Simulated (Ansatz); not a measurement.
Computed with Ansatz on PBE0-D4/def2-TZVP structures; ΔE is electronic, products minus reactants. CCSD(T)/CBS is the MP2 limit (def2-TZVPP, def2-QZVPP) plus CCSD(T) − MP2 in def2-TZVPP, frozen cores. DFT in def2-TZVPP. def2 core potentials past Kr. For Te outer-core shells are correlated without core-valence functions, which leaves a few kJ/mol of doubt a bond. Each species was taken in one conformer, which may not be the lowest.

Reaction (ligand exchange at the Si–O bond): `F[SiH2]O[SiH](F)F` + `OC[TeH]` → `OC[Te][SiH2]F` + `O[SiH](F)F`

| species | CAM-B3LYP energy (Eh) |
| --- | --- |
| `F[SiH2]O[SiH](F)F` | -955.97887 |
| `OC[TeH]` | -383.73606 |
| `OC[Te][SiH2]F` | -773.80243 |
| `O[SiH](F)F` | -565.88252 |

Work out ΔE.

ΔE = (-773.80243) + (-565.88252) − (-955.97887) − (-383.73606) = 0.02998 Eh = +78.7 kJ/mol. CCSD(T)/CBS gives +65.7 kJ/mol.

Largest T1 diagnostic among the species: 0.012.

From r2SCAN to r2SCAN0 (25 % exact exchange), in def2-TZVPP and without D4, ΔE moves by +3.5 kJ/mol. In def2-TZVPP, CCSD(T) changes the Hartree–Fock value by −24.9 kJ/mol (the triples alone add −5.4 kJ/mol) and MP2 by −31.6 kJ/mol.
